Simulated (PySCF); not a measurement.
HSSi, SMILES [Si]=[SH+] (connectivity only; charge and spin as stated), charge +1, multiplicity 1. Geometry: PBE0-D3(BJ)/def2-TZVP. The isomer is the one that the SMILES or the coordinates give; other isomers of the formula were not compared.

Level of theory: PBE0-D3(BJ)/def2-TZVP (PySCF).

Harmonic wavenumbers (cm⁻¹): 503, 633, 2571. Rotational constants (GHz): 278.4, 7.926, 7.706; symmetry number 1.

Problem. Work out the zero-point energy and the ideal-gas rigid-rotor harmonic-oscillator thermochemistry at 298.15 K and 1 atm.

Solution. ZPE = ½ Σ hcν = ½ × 3707 cm⁻¹ = 22.17 kJ/mol. H − E(el) = 33.05 kJ/mol. Entropy in J/(mol K): translation 160.05, rotation 85.67, vibration 4.38, total 250.09. G − E(el) = -41.52 kJ/mol. Cp = 42.49 J/(mol K).
